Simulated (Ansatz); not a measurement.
The same molecule with X = F, Cl, Br. Ansatz, PBE0-D4/def2-TZVP geometries, multiplicity 1. Each molecule was computed in one conformer, which needn't be the lowest.

Scalar relativity is left out up to krypton.

| X | molecule | mean X–Ga bond length / Å | LUMO energy (PBE/def2-TZVPP) / eV | HOMO energy (ωB97M-V/def2-TZVPP) / eV | HOMO energy (PBE/def2-TZVPP) / eV |
| --- | --- | --- | --- | --- | --- |
| F | `[OH][Ga]([F])[O][SiH3]` | 1.748 | -2.48 | -11.24 | -7.47 |
| Cl | `[OH][Ga]([Cl])[O][SiH3]` | 2.114 | -2.37 | -11.21 | -7.42 |

Task: Give the row for X = Br, `[OH][Ga]([Br])[O][SiH3]`. (An estimate is asked.)

Result: The calculation gave: 
```json
{"X": "Br", "molecule": "`[OH][Ga]([Br])[O][SiH3]`", "mean X–Ga bond length / Å": "2.256", "LUMO energy (PBE/def2-TZVPP) / eV": "-2.43", "HOMO energy (ωB97M-V/def2-TZVPP) / eV": "-11.06", "HOMO energy (PBE/def2-TZVPP) / eV": "-7.38"}
```

From F to Br the mean X–Ga bond length rises at each step, by 0.508 Å in all; the LUMO energy (PBE/def2-TZVPP) isn't monotonic: highest at Cl, lowest at F; the HOMO energy (ωB97M-V/def2-TZVPP) rises at each step, by 0.18 eV in all; the HOMO energy (PBE/def2-TZVPP) rises at each step, by 0.09 eV in all. Bonds lengthen as the atom grows down the group.

Spin–orbit coupling is left out; it splits and shifts lone-pair levels of the heavy atoms by tenths of an eV.
